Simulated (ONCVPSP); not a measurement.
Which change was made? (Ge, ONCV)

* Element: germanium (Ge)
* Generator: ONCVPSP 4.0.1
* Type: optimised norm-conserving Vanderbilt (ONCV)
* Functional: PBE
* Relativity: scalar-relativistic
* Frozen core: [Ar] 3d10
* Valence charge: 4
* Reference configuration: 4s2 (charge +2)
* Partial waves: 4s: rc 1.65 bohr, ncon 3, nbas 7, qcut 4.4 1/bohr, 2 projectors, debl 0.5 Ha; p scattering state at 0.17 Ha: rc 1.40 bohr, ncon 3, nbas 7, qcut 4.9 1/bohr, 2 projectors, debl 3.8 Ha; d scattering state at 0.32 Ha: rc 1.40 bohr, ncon 4, nbas 7, qcut 7 1/bohr, local
* Local potential: the d channel
* Core correction: Teter function, fcfact 2.5, rcfact 1.55

In the s channel the program set the typed energies aside and used -1.075, 0.250 Ha. In the p channel the program set the typed energies aside and used 0.050, 3.850 Ha.

Cutoffs, loose and tight: the cutoffs (Ha) at which the residual kinetic energy of the hardest occupied pseudo-wave falls to 1 and 0.1 mHa per electron. They do not see the model core or the augmentation charge, which bear on the density cutoff. Test errors are all-electron minus pseudo excitation energies from the reference, over the configurations 4s2 4p2; 4s2 4p1; 4s1; 4s2 4p1.5; variants that change the core or the reference have their own tests.

The base gives: outcome: generated, projector energies reset by the program; cutoff, loose: 8.8 Ha; cutoff, tight: 21 Ha; bound ghosts: s; GHOST(+) flags above zero: p; largest test error (meV): -88.

**Question.** After one change the result is: outcome: generated, projector energies reset by the program; cutoff, loose: 8.8 Ha; cutoff, tight: 22 Ha; bound ghosts: s; GHOST(+) flags above zero: p; largest test error (meV): +19. Which change was it?
A. core correction Teter function, fcfact 7.4, rcfact 1.55
B. reference 4s2 4p1.5; wave p scattering state at 0.17 Ha: rc 1.40 bohr, ncon 3, nbas 7, qcut 4.9 1/bohr, 2 projectors, debl 3.8 Ha becomes 4p: rc 1.40 bohr, ncon 3, nbas 7, qcut 4.9 1/bohr, 2 projectors, debl 3.8 Ha
C. core [Ne], valence charge 22; reference 3s2 3p6 3d10 4s2 4p1.5; waves now 3s+4s: rc 1.10 bohr, ncon 5, nbas 10, qcut 12.7 1/bohr, 2 projectors; 3p+4p: rc 1.00 bohr, ncon 5, nbas 9, qcut 14.3 1/bohr, 2 projectors; 3d: rc 1.15 bohr, ncon 3, nbas 8, qcut 14.9 1/bohr, 2 projectors, debl 0.4 Ha; f scattering state at 0.12 Ha: rc 1.00 bohr, ncon 3, nbas 7, qcut 11.2 1/bohr, 2 projectors, debl 0.5 Ha; local potential polynomial inside 1.00 bohr (lpopt 5, dvloc0 -1 Ha)
D. s: qcut 3.7; p: qcut 4.1; d: qcut 5.9
E. functional BLYP

**Answer.** E. The others give: s: qcut 3.7; p: qcut 4.1; d: qcut 5.9 → outcome: generated, projector energies reset by the program; cutoff, loose: 14 Ha; cutoff, tight: 49 Ha; bound ghosts: s; GHOST(+) flags above zero: p; largest test error (meV): -93 | core [Ne], valence charge 22; reference 3s2 3p6 3d10 4s2 4p1.5; waves now 3s+4s: rc 1.10 bohr, ncon 5, nbas 10, qcut 12.7 1/bohr, 2 projectors; 3p+4p: rc 1.00 bohr, ncon 5, nbas 9, qcut 14.3 1/bohr, 2 projectors; 3d: rc 1.15 bohr, ncon 3, nbas 8, qcut 14.9 1/bohr, 2 projectors, debl 0.4 Ha; f scattering state at 0.12 Ha: rc 1.00 bohr, ncon 3, nbas 7, qcut 11.2 1/bohr, 2 projectors, debl 0.5 Ha; local potential polynomial inside 1.00 bohr (lpopt 5, dvloc0 -1 Ha) → outcome: generated, projector energies reset by the program; cutoff, loose: 83 Ha; cutoff, tight: 93 Ha; bound ghosts: none; GHOST(+) flags above zero: none; largest test error (meV): +116 | reference 4s2 4p1.5; wave p scattering state at 0.17 Ha: rc 1.40 bohr, ncon 3, nbas 7, qcut 4.9 1/bohr, 2 projectors, debl 3.8 Ha becomes 4p: rc 1.40 bohr, ncon 3, nbas 7, qcut 4.9 1/bohr, 2 projectors, debl 3.8 Ha → outcome: failed: ERROR pspot: first pseudo wave function has node, program will stop | core correction Teter function, fcfact 7.4, rcfact 1.55 → outcome: generated, projector energies reset by the program; cutoff, loose: 8.8 Ha; cutoff, tight: 21 Ha; bound ghosts: s; GHOST(+) flags above zero: p; largest test error (meV): -318.
